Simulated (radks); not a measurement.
A nucleus of charge 31.4 with 29 electrons, 29 electrons, occupied as [Ar] 3d10 4s1. Calculated with a radial shooting solver on a logarithmic mesh with Libxc functionals: scalar-relativistic Kohn-Sham, PBE, spin-polarised, spherical densities, finite nucleus; open shells are filled with parallel spins first; Fermi nuclear charge, rms radius 3.9973 fm.

Normalised radial functions P(r) = r R(r), r in bohr:

r,3p down,4s up,4s down
0.004593,0.0077,0.0561,0.0564
0.006798,0.0157,0.0763,0.0767
0.01006,0.0320,0.0998,0.1004
0.01501,0.0647,0.1232,0.1240
0.02221,0.1247,0.1363,0.1372
0.03314,0.2307,0.1227,0.1235
0.04904,0.3890,0.0622,0.0626
0.07258,0.5789,-0.0534,-0.0537
0.1083,0.7022,-0.1886,-0.1898
0.1602,0.5578,-0.2268,-0.2282
0.2371,-0.0089,-0.0546,-0.0548
0.3538,-0.8389,0.2633,0.2651
0.5236,-1.3145,0.3682,0.3699
0.781,-1.0782,0.0098,0.0073
1.156,-0.5095,-0.5447,-0.5498
1.711,-0.1278,-0.8057,-0.8057
2.552,-0.0130,-0.5668,-0.5659
3.777,-0.0004,-0.1914,-0.1882
5.634,0.0000,-0.0226,-0.0229

3p down: eigenvalue -130.78 eV, 1 radial node at r = 0.236 bohr, <r> = 0.665 bohr, 90 % of the charge inside 1.02 bohr. 4s up: eigenvalue -32.220 eV, 3 radial nodes at r = 0.0618, 0.255, 0.787 bohr, <r> = 1.97 bohr, 90 % of the charge inside 2.90 bohr. 4s down (empty): eigenvalue -30.744 eV, 3 radial nodes at r = 0.0618, 0.255, 0.785 bohr, <r> = 1.97 bohr, 90 % of the charge inside 2.89 bohr.
